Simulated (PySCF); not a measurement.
PySCF job for F₃H₃HfO₂, SMILES [OH][Hf](<-[OH2])([F])([F])[F], multiplicity 1, TDA-M06-2X/def2-SVPD. The structure is a stationary point at B3LYP-D3(BJ)/def2-SVP. The multiplicity is an assumed one; no other spin state was optimised. The structure was generated by enumeration; whether it is a known compound was not checked. The def2 effective core potentials stand for the cores of Hf; spin–orbit coupling is left out. The values are those of a single conformer.

```python
import numpy as np
from pyscf import gto, scf, dft, tdscf

mol = gto.M(
    atom='''
    Hf   -0.14423988   -0.01112982    0.00000000
    F     0.38468548    0.83034647   -1.67426029
    F    -0.04617828   -1.93684359    0.00000001
    F     0.38468548    0.83034649    1.67426027
    O    -2.03596918    0.33301874   -0.00000000
    H    -2.96593639    0.55851969   -0.00000001
    O     2.23352326   -0.07611431   -0.00000000
    H     2.63102050    0.33647369    0.78169613
    H     2.63102051    0.33647368   -0.78169615
    ''',
    basis='def2-SVPD',
    ecp={'Hf': 'def2-svp'},
    charge=0,
    spin=0,
    symmetry=True,
    max_memory=1600,
    verbose=4,
)
mf = dft.RKS(mol, xc='m06-2x').density_fit(auxbasis='def2-universal-jkfit')
mf.grids.level = 4
mf.conv_tol = 1e-9
mf.max_cycle = 100
mf.kernel()
mf.grids = dft.Grids(mol).set(level=2).build(with_non0tab=True)  # coarser grid for the response kernel
td = tdscf.TDA(mf)
td.singlet = True
td.nstates = 10
td.conv_tol = 1e-4
td.positive_eig_threshold = 1e-6
td.kernel(x0=td.get_init_guess(mf, 15))
td.analyze()
tt = tdscf.TDA(mf)
tt.singlet = False
tt.nstates = 4
tt.conv_tol = 1e-4
tt.positive_eig_threshold = 1e-6
tt.kernel(x0=tt.get_init_guess(mf, 9))
tt.analyze(verbose=3)
```

Program output:

```
PySCF version 2.14.0

[INPUT] verbose = 4
[INPUT] num. atoms = 9
[INPUT] num. electrons = 58
[INPUT] charge = 0
[INPUT] spin (= nelec alpha-beta = 2S) = 0
[INPUT] symmetry True subgroup None
[INPUT] Mole.unit = angstrom
[INPUT] Symbol           X                Y                Z      unit          X                Y                Z       unit  Magmom
[INPUT]  1 Hf    -0.144239880000  -0.011129820000   0.000000000000 AA   -0.272573869440  -0.021032311616   0.000000000000 Bohr   0.0
[INPUT]  2 F      0.384685480000   0.830346470000  -1.674260290000 AA    0.726950201297   1.569127416799  -3.163893409335 Bohr   0.0
[INPUT]  3 F     -0.046178280000  -1.936843590000   0.000000010000 AA   -0.087264302103  -3.660103931219   0.000000018897 Bohr   0.0
[INPUT]  4 F      0.384685480000   0.830346490000   1.674260270000 AA    0.726950201297   1.569127454594   3.163893371540 Bohr   0.0
[INPUT]  5 O     -2.035969180000   0.333018740000   0.000000000000 AA   -3.847424148255   0.629314212948   0.000000000000 Bohr   0.0
[INPUT]  6 H     -2.965936390000   0.558519690000  -0.000000010000 AA   -5.604807479981   1.055449249277  -0.000000018897 Bohr   0.0
[INPUT]  7 O      2.233523260000  -0.076114310000   0.000000000000 AA    4.220747254246  -0.143835200060   0.000000000000 Bohr   0.0
[INPUT]  8 H      2.631020500000   0.336473690000   0.781696130000 AA    4.971908173116   0.635843122222   1.477191598332 Bohr   0.0
[INPUT]  9 H      2.631020510000   0.336473680000  -0.781696150000 AA    4.971908192013   0.635843103325  -1.477191636127 Bohr   0.0

nuclear repulsion = 298.882693177088
point group symmetry = Cs
symmetry origin: [ 3.20292583e-10 -3.36307187e-09 -1.92175540e-09]
symmetry axis x: [ 1.00000000e+00  7.88301927e-10 -2.16073942e-09]
symmetry axis y: [-7.88301913e-10  1.00000000e+00  6.68537404e-09]
symmetry axis z: [ 2.16073943e-09 -6.68537423e-09  1.00000000e+00]
num. orbitals of irrep A' = 109
num. orbitals of irrep A" = 65
number of shells = 70
number of NR pGTOs = 255
number of NR cGTOs = 174
basis = def2-SVPD
ecp = {'Hf': 'def2-svp'}


******** <class 'pyscf.df.df_jk.DFSymAdaptedRKS'> ********
method = DFSymAdaptedRKS
initial guess = minao
damping factor = 0
level_shift factor = 0
DIIS = <class 'pyscf.scf.diis.CDIIS'>
diis_start_cycle = 1
diis_space = 8
diis_damp = 0
SCF conv_tol = 1e-09
SCF conv_tol_grad = None
SCF max_cycles = 100
direct_scf = False
XC library pyscf.dft.libxc version 7.1.2
    S. Lehtola, C. Steigemann, M. J. T. Oliveira, and M. A. L. Marques,  SoftwareX 7, 1–5 (2018)
XC functionals = m06-2x
    Y. Zhao and D. G. Truhlar,  Theor. Chem. Acc. 120, 215 (2008)
    Y. Zhao and D. G. Truhlar,  Theor. Chem. Acc. 120, 215 (2008)
radial grids:
    Treutler-Ahlrichs [JCP 102, 346 (1995); DOI:10.1063/1.469408] (M4) radial grids

becke partition: Becke, JCP 88, 2547 (1988); DOI:10.1063/1.454033
pruning grids: <function nwchem_prune>
grids dens level: 4
symmetrized grids: True
atomic radii adjust function: <function treutler_atomic_radii_adjust>
small_rho_cutoff = 0
Freeze 0 electrons in irreps []
    58 free electrons in irreps A' A"
Set gradient conv threshold to 3.16228e-05
Initial guess from minao.
tot grids = 224608
******** <class 'pyscf.df.df.DF'> ********
auxbasis = def2-universal-jkfit
init E= -486.390263964466
HOMO (A') = -0.61720969968141  LUMO (A") = -0.282607867220605  gap/eV = 9.10498
cycle= 1 E= -499.341929408492  delta_E=  -13  |g|= 1.13  |ddm|= 7.93
HOMO (A") = -0.26229549609389  LUMO (A') = -0.0164142888191172  gap/eV = 6.69077
cycle= 2 E= -499.26967400879  delta_E= 0.0723  |g|= 1.35  |ddm|= 1.79
HOMO (A") = -0.41862458829769  LUMO (A') = -0.0170393351906952  gap/eV = 10.92769
cycle= 3 E= -499.572451686222  delta_E= -0.303  |g|= 0.142  |ddm|= 0.85
HOMO (A") = -0.410260288106431  LUMO (A') = -0.0177209013080599  gap/eV = 10.68154
cycle= 4 E= -499.576700109604  delta_E= -0.00425  |g|= 0.038  |ddm|= 0.154
HOMO (A") = -0.414792861607782  LUMO (A') = -0.0161337069855101  gap/eV = 10.84807
cycle= 5 E= -499.576938572565  delta_E= -0.000238  |g|= 0.0161  |ddm|= 0.0384
HOMO (A") = -0.41262409030817  LUMO (A') = -0.0160559899436841  gap/eV = 10.79117
cycle= 6 E= -499.576986269494  delta_E= -4.77e-05  |g|= 0.00194  |ddm|= 0.013
HOMO (A") = -0.413075984869989  LUMO (A') = -0.0160609965661394  gap/eV = 10.80333
cycle= 7 E= -499.576986851096  delta_E= -5.82e-07  |g|= 0.00141  |ddm|= 0.00237
HOMO (A") = -0.412901126504296  LUMO (A') = -0.0160486331318985  gap/eV = 10.79891
cycle= 8 E= -499.576987215943  delta_E= -3.65e-07  |g|= 0.000245  |ddm|= 0.00115
HOMO (A") = -0.412929014081231  LUMO (A') = -0.0160420672772403  gap/eV = 10.79984
cycle= 9 E= -499.576987232222  delta_E= -1.63e-08  |g|= 3.67e-05  |ddm|= 0.000327
HOMO (A") = -0.412932582119907  LUMO (A') = -0.0160417566552375  gap/eV = 10.79995
cycle= 10 E= -499.576987232735  delta_E= -5.13e-10  |g|= 2.17e-05  |ddm|= 7.34e-05
HOMO (A") = -0.412933384552412  LUMO (A') = -0.0160420524398965  gap/eV = 10.79996
Extra cycle  E= -499.576987232715  delta_E= 1.93e-11  |g|= 2.63e-05  |ddm|= 3.33e-05
converged SCF energy = -499.576987232715
tot grids = 88720
Overwritten attributes  positive_eig_threshold  of <class 'pyscf.tdscf.rks.TDA'>


******** <class 'pyscf.tdscf.rks.TDA'> for <class 'pyscf.df.df_jk.DFSymAdaptedRKS'> ********
nstates = 10 singlet
deg_eia_thresh = 1.000e-03
wfnsym = None
conv_tol = 0.0001
eigh lindep = 1e-12
eigh level_shift = 0
eigh max_cycle = 100


Excitation energies (eV)
[8.25021701 8.37489836 8.38981269 8.46130027 8.47050766 9.01691901
 9.0988508  9.14255045 9.27080508 9.35547516]

** Singlet excitation energies and oscillator strengths **
Excited State   1:   A"      8.25022 eV    150.28 nm  f=0.0000
      28 -> 33       -0.19112
      28 -> 34        0.47030
      28 -> 37       -0.20410
      29 -> 32        0.16170
      29 -> 35       -0.33675
      29 -> 36        0.15953
      29 -> 38        0.12710
Excited State   2:   A"      8.37490 eV    148.04 nm  f=0.0355
      29 -> 30       -0.42736
      29 -> 31        0.52245
      29 -> 42       -0.11049
Excited State   3:   A'      8.38981 eV    147.78 nm  f=0.0319
      28 -> 30       -0.42474
      28 -> 31        0.50466
      28 -> 35       -0.10785
      28 -> 42       -0.10896
Excited State   4:   A"      8.46130 eV    146.53 nm  f=0.0006
      28 -> 33       -0.17072
      28 -> 34        0.36915
      28 -> 37       -0.13740
      29 -> 32       -0.23963
      29 -> 35        0.42899
      29 -> 36       -0.19719
      29 -> 38       -0.13570
Excited State   5:   A'      8.47051 eV    146.37 nm  f=0.0076
      28 -> 31        0.15257
      28 -> 32       -0.19990
      28 -> 35        0.36125
      28 -> 36       -0.19206
      28 -> 38       -0.11365
      29 -> 33        0.19280
      29 -> 34       -0.42231
      29 -> 37        0.16048
Excited State   6:   A'      9.01692 eV    137.50 nm  f=0.0427
      21 -> 30       -0.14778
      23 -> 30        0.13550
      27 -> 30       -0.57527
      27 -> 31       -0.12377
      28 -> 30        0.15934
      28 -> 31        0.12537
      28 -> 36       -0.12452
Excited State   7:   A"      9.09885 eV    136.26 nm  f=0.0018
      29 -> 30       -0.40234
      29 -> 31       -0.23872
      29 -> 32       -0.19866
      29 -> 35        0.18629
      29 -> 36        0.40097
      29 -> 40       -0.11935
Excited State   8:   A'      9.14255 eV    135.61 nm  f=0.0232
      27 -> 30        0.20128
      28 -> 30        0.34490
      28 -> 31        0.16884
      28 -> 32        0.23842
      28 -> 35       -0.24941
      28 -> 36       -0.34783
      28 -> 40        0.11315
Excited State   9:   A'      9.27081 eV    133.74 nm  f=0.0416
      28 -> 30       -0.22496
      28 -> 31       -0.15339
      28 -> 32        0.35409
      28 -> 35       -0.11030
      28 -> 36        0.14685
      28 -> 38       -0.21060
      29 -> 33        0.31998
      29 -> 34       -0.22396
      29 -> 37       -0.18484
      29 -> 39        0.11803
Excited State  10:   A"      9.35548 eV    132.53 nm  f=0.0002
      28 -> 33        0.28857
      28 -> 37       -0.31299
      28 -> 39        0.13659
      29 -> 30        0.15431
      29 -> 31        0.10605
      29 -> 32       -0.34052
      29 -> 38        0.34332

** Transition electric dipole moments (AU) **
state          X           Y           Z        Dip. S.      Osc.
  1        -0.0000      0.0000     -0.0055      0.0000      0.0000
  2        -0.0000      0.0000     -0.4157      0.1728      0.0355
  3        -0.0972     -0.3816      0.0000      0.1550      0.0319
  4        -0.0000     -0.0000      0.0550      0.0030      0.0006
  5        -0.0729     -0.1769     -0.0000      0.0366      0.0076
  6         0.3502     -0.2656     -0.0000      0.1932      0.0427
  7         0.0000      0.0000      0.0886      0.0079      0.0018
  8        -0.2973      0.1225      0.0000      0.1034      0.0232
  9        -0.4161      0.0998      0.0000      0.1831      0.0416
 10        -0.0000      0.0000     -0.0300      0.0009      0.0002

WARN: ECP detected. Skipping calculation of transition velocity and magnetic dipole moments, which have not yet been implemented.



******** <class 'pyscf.tdscf.rks.TDA'> for <class 'pyscf.df.df_jk.DFSymAdaptedRKS'> ********
nstates = 4 triplet
deg_eia_thresh = 1.000e-03
wfnsym = None
conv_tol = 0.0001
eigh lindep = 1e-12
eigh level_shift = 0
eigh max_cycle = 100


Excitation energies (eV)
[7.75263793 8.08951288 8.09329523 8.12855506]

** Triplet excitation energies and oscillator strengths **
Excited State   1:   A'      7.75264 eV    159.93 nm  f=0.0000
Excited State   2:   A"      8.08951 eV    153.27 nm  f=0.0000
Excited State   3:   A'      8.09330 eV    153.19 nm  f=0.0000
Excited State   4:   A"      8.12856 eV    152.53 nm  f=0.0000
```

Self-consistency was reached.

Cost: about 11 core-minutes (a rough figure).
